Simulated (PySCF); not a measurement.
C2H6AlFO2, SMILES [OH][Al]([F])[O]CC. The structure is a stationary point at PBE-D3(BJ)/def2-SVP. The structure was generated by enumeration; whether it is a known compound was not checked. Other conformers were not sampled.

Task: Give the equilibrium geometry at PBE-D3(BJ)/def2-SVP (PySCF confirms it by a frequency run) as bond lengths and angles. (Estimate from the structure and the level; the computed values follow.)

Result: Several could match; the one computed here: 
Atoms: Al1 F2 O3 H4 O5 C6 C7 H8 H9 H10 H11 H12. Bond lengths (Å): Al1–F2 1.671, Al1–O3 1.709, Al1–O5 1.700, O3–H4 0.970, O5–C6 1.413, C6–C7 1.525, C6–H8 1.114, C6–H9 1.116, C7–H10 1.110, C7–H11 1.109, C7–H12 1.111. Angles (°): F2–Al1–O3 121.0, F2–Al1–O5 117.5, O3–Al1–O5 121.5, Al1–O3–H4 121.9, Al1–O5–C6 133.0, O5–C6–C7 112.7, O5–C6–H8 107.8, O5–C6–H9 110.3, C7–C6–H8 109.9, C7–C6–H9 109.6, H8–C6–H9 106.4, C6–C7–H10 110.5, C6–C7–H11 111.2, C6–C7–H12 110.7, H10–C7–H11 108.0, H10–C7–H12 108.4, H11–C7–H12 108.0.
Charge 0, spin multiplicity 1.
